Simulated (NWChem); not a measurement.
System: C2H5BF2O; SMILES OCB(F)CF

NWChem input:

```
start job
memory heap 200 mb stack 900 mb global 1100 mb
geometry units angstroms noautosym nocenter noautoz
  O     -0.759358    -2.256230    -0.062281
  C     -0.898936    -0.844171     0.049724
  B      0.428859    -0.015733    -0.002754
  F      1.600481    -0.667905     0.004667
  C      0.468696     1.559636    -0.024750
  F     -0.826438     2.088373    -0.002637
  H      0.152831    -2.486395     0.169399
  H     -1.430988    -0.567639     0.981904
  H     -1.570292    -0.496555    -0.750095
  H      1.026505     1.958456     0.836720
  H      0.985747     1.931634    -0.923037
end
basis spherical
  O library def2-svp
  C library def2-svp
  B library def2-svp
  F library def2-svp
  H library def2-svp
end
dft
  xc b3lyp
  iterations 150
  mulliken
end
task dft energy
esp
  recalculate
  probe 0.07
  range 0.3
  factor 1.0
  spacing 0.02
end
task esp
```

The geometry was optimised at B3LYP/6-31G* (spherical d). B3LYP is NWChem's, with the RPA form of VWN correlation.

Atomic charges in e: unrestrained fits to the electrostatic potential beside Mulliken populations; buried atoms are poorly determined by the fit.

Atoms are numbered as in the input.

Predict the main results of this run. (B3LYP/def2-SVP.) Quantities: ESP O1; Mulliken O1; ESP C2; Mulliken C2; ESP B3; Mulliken B3; ESP F4; Mulliken F4; ESP C5; Mulliken C5; relative RMS misfit of the potential (%).


```
Quantity                                  Value
----------------------------------------  -----
ESP O1                                    -0.64
Mulliken O1                               -0.33
ESP C2                                     0.36
Mulliken C2                                0.17
ESP B3                                     0.27
Mulliken B3                               -0.03
ESP F4                                    -0.26
Mulliken F4                               -0.11
ESP C5                                     0.16
Mulliken C5                                0.28
relative RMS misfit of the potential (%)     21
```
